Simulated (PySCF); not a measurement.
A GIAO shielding run with PySCF 2.14.0 with density-fitted response routines (density fitting, non-relativistic, gas phase) on SMILES C[Si@@H](N[SiH3])C1(F)CC1, C4H12FNSi2:

```
$ OMP_NUM_THREADS=1 python probes_run.py task.json out

{"job": {"kind": "nmr", "xc": "PBE0", "basis": "pcSseg-1"}, "charge": 0, "multiplicity": 1}
C      0.833987    -1.827969    -0.629668
Si     0.220181    -0.245163     0.219641
N      1.307540     1.079198     0.007285
Si     2.992554     1.150359     0.404159
C     -1.418621     0.323896    -0.551304
F     -1.240803     1.144489    -1.655379
C     -2.618176    -0.567083    -0.633065
C     -2.641525     0.639528     0.252963
H      0.177338    -2.672807    -0.444060
H      1.822082    -2.090674    -0.264851
H      0.905335    -1.697561    -1.706358
H     -0.014831    -0.483255     1.652039
H      0.961470     1.834080    -0.562914
H      3.791638     0.306811    -0.492749
H      3.122659     0.658888     1.775152
H      3.378073     2.553885     0.269800
H     -2.548578    -1.544775    -0.182344
H     -3.203182    -0.537426    -1.539805
H     -3.239916     1.480788    -0.062958
H     -2.592375     0.505470     1.321986
```

Hardware: 1 thread of an Arm Neoverse N1, shared host. The job also computes population analyses, field gradients, ring-centre shieldings.

Problem. How large is the calculation?

Solution. 80 electrons, 210 basis functions and 1131 auxiliary functions.

Problem. How long does it take, and how much memory does it need?

Solution. 87 s of wall time, with 12 SCF cycles and 4 response iterations; peak memory 1 GiB. Times on a shared host scatter by some tens of per cent.
